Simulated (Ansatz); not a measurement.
Task: Name a neutral molecule of B, O, Si, Zn and H with LUMO energy (PBE/def2-TZVPP) between -2.30 and -2.00 eV and zero-point energy (PBE0-D4/def2-TZVP) between 123 and 139 kJ/mol (Ansatz, PBE0-D4/def2-TZVP geometry).

Result: `OB[SiH2][ZnH]` (-2.16 eV, 133.3 kJ/mol). Other molecules can fit too; these were computed, each in one conformer that needn't be the lowest.
